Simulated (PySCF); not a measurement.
Zn(Me)(SH) (CH₄SZn), SMILES [CH3][Zn][SH].

Geometry optimised at B3LYP-D3(BJ)/def2-SVP. Other conformers were not sampled.

All values below come from TDDFT-ωB97X/def2-SVPD (PySCF).

Vertical excitations. 

### Question
Estimate the UV-visible absorptions. (Estimate from the structure and the level; the computed values follow.)

### Answer

| state | energy (eV) | λ (nm) | f | main pairs |
|---|---|---|---|---|
| S1 | 5.79 | 214 | 0.036 | HOMO→LUMO 89 % |
| S2 | 5.86 | 212 | 0.026 | HOMO→LUMO+1 82 % |
| S3 | 6.43 | 193 | 0.005 | HOMO−1→LUMO 40 %, HOMO→LUMO+2 35 %, HOMO−1→LUMO+1 20 % |
| S4 | 6.56 | 189 | 0.007 | HOMO−1→LUMO+1 56 %, HOMO→LUMO+2 38 % |
| S5 | 6.69 | 185 | 0.000 | HOMO→LUMO+4 62 %, HOMO→LUMO+3 14 %, HOMO→LUMO+1 9 % |
| S6 | 6.86 | 181 | 0.007 | HOMO−1→LUMO+2 94 % |
| S7 | 7.14 | 174 | 0.602 | HOMO−1→LUMO 51 %, HOMO−1→LUMO+1 18 %, HOMO→LUMO+2 17 % |
| S8 | 7.81 | 159 | 0.052 | HOMO−1→LUMO+3 35 %, HOMO−2→LUMO 23 %, HOMO−2→LUMO+1 21 %, HOMO−1→LUMO+4 12 % |
| S9 | 8.20 | 151 | 0.010 | HOMO→LUMO+3 58 %, HOMO→LUMO+4 13 %, HOMO→LUMO+5 13 % |
| S10 | 8.37 | 148 | 0.157 | HOMO−2→LUMO 46 %, HOMO−2→LUMO+1 43 % |
| T1 | 5.51 | 225 | 0 | HOMO→LUMO+1 40 %, HOMO→LUMO 40 %, HOMO→LUMO+3 10 % |
| T2 | 5.71 | 217 | 0 | HOMO→LUMO 48 %, HOMO→LUMO+1 29 %, HOMO→LUMO+4 15 % |
| T3 | 5.97 | 208 | 0 | HOMO−1→LUMO 73 % |
| T4 | 6.13 | 202 | 0 | HOMO→LUMO+2 86 % |
Triplets are in the Tamm–Dancoff approximation, which puts them higher than full response would, so one can lie above its singlet here.
